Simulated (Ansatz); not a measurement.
A made-up structure of SnSiNH₄ (charge +1), closed shell:

```xyz
7
angstrom
N -1.1018 -2.3293 0.2383
Si -0.4610 -0.9618 0.1008
Sn 0.7048 1.4882 -0.1527
H -0.2120 -1.2334 1.4722
H 0.1529 1.8256 -1.7102
H -0.0691 2.2263 1.1514
H 2.3022 0.9836 0.0420
```

It is relaxed with PBE-D4/def2-SVP and then PBE0-D4/def2-TZVP (Ansatz 0.2.0). Atoms count as bonded within 1.22 times the sum of their covalent radii (H–H: 0.88 Å). The end point is not checked to be a true minimum.

**Question.** Does its bonding change? (Judge from chemistry; the calculation decides.)

**Answer.** Computed: Yes. Formed: N1–H4; broken: Si2–H4.

Where it ends: The first stage lowers the energy by 4.16 eV in 21 steps. It ends as SnSiNH₄ ([NH][Si][SnH3]), total charge +1:
```json
{"atom": "N1", "x (Å)": "-0.7641", "y (Å)": "-2.0104", "z (Å)": "0.8832"}
{"atom": "Si2", "x (Å)": "-0.2065", "y (Å)": "-0.6655", "z (Å)": "0.4592"}
{"atom": "Sn3", "x (Å)": "0.7966", "y (Å)": "1.7531", "z (Å)": "-0.2969"}
{"atom": "H4", "x (Å)": "-1.1332", "y (Å)": "-2.9001", "z (Å)": "1.1625"}
{"atom": "H5", "x (Å)": "0.1079", "y (Å)": "1.7961", "z (Å)": "-1.8357"}
{"atom": "H6", "x (Å)": "0.0852", "y (Å)": "2.6688", "z (Å)": "0.9277"}
{"atom": "H7", "x (Å)": "2.4300", "y (Å)": "1.3571", "z (Å)": "-0.1585"}
```

Labels in which every atom is bracketed show which atoms are joined, not bond orders.

For scale, one of the runs: PBE0-D4/def2-TZVP relaxation, 142 basis functions, launched by `ansatz run in.yaml --threads 2 --pin off --events-out ev --progress --plain --max-ram 4352MiB`. Hardware: 2 CPU threads of an Arm Neoverse V2, shared host. Wall time about 17 s.
